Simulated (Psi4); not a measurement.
# Nuclear repulsion and electron count by hand

System: F4V (SMILES [F][V]([F])([F])[F]), doublet, at a GFN2-xTB geometry (such geometries of metal compounds can be far from the true shape) (the multiplicity is a formal guess). Level: B3LYP/STO-3G run with Psi4. Sums are taken with unrounded values, so a last digit can differ.

Coordinates (Å):

```
atom         x         y         z
----  --------  --------  --------
V1     0.00000   0.00000   0.00000
F2     0.75442   0.94774  -1.10597
F3     0.39850  -1.08701   1.16195
F4    -0.66330  -1.06340  -1.05817
F5    -0.48962   1.20267   1.00219
```

Work out the nuclear repulsion energy and the numbers of alpha and beta electrons.

In atomic units each pair adds Z_i Z_j / r_ij, with r in bohr (1 bohr = 0.529177 Å).
| pair | r (Å) | r (bohr) | Z_i Z_j | term (Eh) |
|---|---|---|---|---|
| V1-F2 | 1.6403 | 3.0997 | 207 | 66.7810 |
| V1-F3 | 1.6403 | 3.0997 | 207 | 66.7810 |
| V1-F4 | 1.6403 | 3.0997 | 207 | 66.7810 |
| V1-F5 | 1.6403 | 3.0997 | 207 | 66.7810 |
| F2-F3 | 3.0676 | 5.7970 | 81 | 13.9728 |
| F2-F4 | 2.4611 | 4.6508 | 81 | 17.4165 |
| F2-F5 | 2.4611 | 4.6508 | 81 | 17.4165 |
| F3-F4 | 2.4611 | 4.6508 | 81 | 17.4165 |
| F3-F5 | 2.4611 | 4.6508 | 81 | 17.4165 |
| F4-F5 | 3.0676 | 5.7970 | 81 | 13.9728 |
The sum is 364.7354 Eh; Psi4 gives 364.7354 Eh. The atomic numbers add up to 59, so at charge +0 there are 59 electrons; multiplicity 2 means 1 unpaired, so 30 alpha and 29 beta.
